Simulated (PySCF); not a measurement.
# TDDFT excited states: C5H10Si

Species: C5H10Si.
SMILES: `C1(C[SiH3])[C@H](C=1)C`

Theory: PySCF, TDDFT CAM-B3LYP/def2-SVPD, vertical, gas phase, core orbitals frozen in the response. One conformer (not necessarily the lowest) at the GFN2-xTB geometry, without solvent, vibrations or thermal averaging. Torsions of this conformer, `[CH3:1][C@H:2]1[CH:3]=[C:4]1[CH2:5][SiH3:6]`: C3–C4–C5–Si6 -102°.

```tsv
state	E (eV)	E (kJ/mol)	λ (nm)	f	main configurations (H = HOMO, L = LUMO)
S1	6.16	594	201.3	0.205	H→L+1 (38%), H→L (36%), H→L+2 (18%)
S2	6.34	611	195.6	0.0035	H-1→L+1 (41%), H-1→L (19%), H-1→L+2 (19%)
S3	6.39	617	194.0	0.014	H→L+1 (44%), H→L (38%)
S4	7.21	695	172.1	0.024	H→L+4 (29%), H→L+2 (27%), H→L+3 (16%)
S5	7.22	696	171.8	0.0034	H→L+2 (30%), H→L+4 (29%), H→L+3 (18%)
S6	7.35	709	168.7	0.028	H→L+5 (34%), H→L+6 (12%), H→L+2 (11%)
S7	7.42	716	167.1	0.023	H-2→L+1 (34%), H-2→L+2 (14%), H-2→L (14%)
S8	7.50	723	165.4	0.013	H→L+3 (31%), H→L+4 (22%), H→L+5 (13%)
```

Triplets (Tamm–Dancoff): T1 4.09 eV, H→L+1 (46%), H→L+2 (22%), H→L (19%); T2 5.96 eV, H-1→L+1 (47%), H-1→L+2 (23%), H-1→L (21%); T3 6.25 eV, H→L (56%), H→L+1 (32%).

The lowest singlet comes at 201 nm (594 kJ/mol) in the ultraviolet; it is strong; its leading configuration is HOMO→LUMO+1 (38%). The lowest level is also the most intense of those listed (f = 0.205). Löwdin shares by element: HOMO carbon 75% or more (atoms not listed hold the other 25%); LUMO silicon 32%, carbon 20% or more, hydrogen 8% or more (atoms not listed hold the other 40%). The listed states span 1.34 eV, and the widest gap between neighbours is 0.81 eV (S3 to S4). Of the 8 states listed, 6 reach f = 0.01 and none stays under 0.0005. Weighted by f, the mean energy of these states is 6.52 eV. Singlets were solved by full linear response, triplets in the Tamm–Dancoff approximation.
